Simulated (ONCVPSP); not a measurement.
## gallium: from the effect back to the setting (ONCV)

Base potential:

Ga (Z = 31), optimised norm-conserving Vanderbilt (ONCV), made with ONCVPSP 4.0.1 (Wu-Cohen, scalar-relativistic). Core [Ar], reference 3d10 4s2 4p0.75 (charge +0.25). Waves: 4s: rc 1.70 bohr, ncon 3, nbas 7, qcut 3.1 1/bohr, 1 projector; 4p: rc 1.75 bohr, ncon 3, nbas 7, qcut 5.1 1/bohr, 2 projectors, debl 1.8 Ha; 3d: rc 1.15 bohr, ncon 4, nbas 9, qcut 11.5 1/bohr, 3 projectors, debl 0.8 Ha. Local part: polynomial inside 0.95 bohr (lpopt 4, dvloc0 3 Ha). Core correction: Teter function, fcfact 4.5, rcfact 1.15.

Cutoffs, loose and tight: the cutoffs (Ha) at which the residual kinetic energy of the hardest occupied pseudo-wave falls to 1 and 0.1 mHa per electron. They do not see the model core or the augmentation charge, which bear on the density cutoff. Test errors are all-electron minus pseudo excitation energies from the reference, over the configurations 3d10 4s2 4p1; 3d10 4s2 4p0; 3d10 4s1 4p0; 3d10 4s0 4p3; variants that change the core or the reference have their own tests.

Only the scale of all radii but the core radius (base = 1) is moved:

```csv
scale of all radii but the core radius (base = 1),"cutoff, loose","cutoff, tight",bound ghosts,largest test error (meV)
0.77,382 Ha,479 Ha,"s, p, d",4 of 4 tests not solved or not reliable
0.93,97 Ha,269 Ha,s,-24
0.97,65 Ha,226 Ha,s,-6.4 over the solved tests; 1 of 4 tests not solved or not reliable
1.04,60 Ha,91 Ha,none,-6.8
1.13,57 Ha,63 Ha,none,-19
1.18,55 Ha,60 Ha,none,-28
1.26,52 Ha,58 Ha,none,-45
1.32,50 Ha,56 Ha,none,-60
```

One more run gave cutoff, loose: 299 Ha; cutoff, tight: 353 Ha; bound ghosts: s, p; largest test error (meV): -23. Which value of the scale of all radii but the core radius (base = 1) was used?

0.83. The loose cutoff moves one way along this sweep, from 382 Ha at 0.77 to 50 Ha at 1.32, which places the run between 0.77 and 0.93.
